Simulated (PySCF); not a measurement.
**Magnetisability: SMILES C#C[C@@]1(C=C)CNBN1, C6H9BN2**

Geometry:
```tsv
atom	x (Å)	y (Å)	z (Å)
C1	-0.446	2.959	0.019
C2	-0.318	1.781	-0.155
C3	-0.158	0.338	-0.314
C4	-1.512	-0.252	-0.652
C5	-2.010	-1.337	-0.094
C6	0.871	0.012	-1.441
N7	1.898	-0.755	-0.776
B8	1.657	-0.896	0.597
N9	0.445	-0.246	0.870
H10	-0.556	3.994	0.152
H11	-2.053	0.288	-1.418
H12	-1.467	-1.879	0.663
H13	-2.973	-1.731	-0.375
H14	0.390	-0.564	-2.243
H15	1.274	0.936	-1.877
H16	2.662	-1.083	-1.338
H17	2.330	-1.453	1.368
H18	-0.041	-0.105	1.737
```

Computed with GIAO B3LYP/pcSseg-1 magnetisability, rotational g tensor and spin-rotation constants, non-relativistic, gas phase (PySCF). Geometry: GFN2-xTB.

(1) What are the magnetisability and the molar susceptibility?

(2) Split it along the inertial axes a, b, c into diamagnetic and paramagnetic parts about the centre of mass, with the quadrupole moment.

(3) And the rotational g tensor?

Answers

(1) Isotropic -1307 × 10⁻³⁰ J/T², or -78.7 × 10⁻⁶ cm³/mol; principal values -1445, -1259, -1218 × 10⁻³⁰ J/T², anisotropy 209 × 10⁻³⁰ J/T² (root of half the summed squared differences of the principal values). The susceptibility is in cgs units.

(2) 
| axis | χ (10⁻⁶ cm³/mol) | diamagnetic (10⁻⁶ cm³/mol) | paramagnetic (10⁻⁶ cm³/mol) | summed x² of all electrons (Å²) | quadrupole Θ (D Å) |
| --- | --- | --- | --- | --- | --- |
| a | -82.6 | -708.9 | 626.3 | 139.1 | +0.09 |
| b | -77.3 | -810.5 | 733.2 | 115.2 | -0.83 |
| c | -76.3 | -1079.0 | 1002.7 | 51.9 | +0.74 |

Anisotropies 2χaa − χbb − χcc = -11.6 and 2χbb − χaa − χcc = +4.3 × 10⁻⁶ cm³/mol. Θ is traceless in Buckingham's convention.

(3) 
```csv
axis,rotational constant (GHz),g,nuclear part,electronic part
a,2.0525,-0.0094,0.5945,-0.6040
b,1.6966,-0.0116,0.5728,-0.5844
c,1.2285,-0.0095,0.5692,-0.5787
```
Asymmetric top; isotopes 11B, 12C, 1H, 14N; no vibrational averaging.
